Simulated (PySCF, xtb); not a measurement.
FH₂NSi, SMILES F[Si]N (connectivity only; charge and spin as stated), neutral, multiplicity 1. Other conformers were not sampled.

Harmonic wavenumbers (cm⁻¹) from xtb 6.7.1 with GFN2-xTB at its own minimum, in rising order: 290, 364, 403, 678, 763, 923, 1501, 3405, 3533.

**Question.** What does PBE0-D3(BJ)/def2-TZVP run with PySCF give at its own minimum? (Estimate from the structure and the level; the computed values follow.)

**Answer.** 309, 504, 519, 719, 837, 873, 1563, 3571, 3686. Paired by order, the mean absolute difference is 91 cm⁻¹ and the zero-point energies are 17.0 and 18.0 kcal/mol.
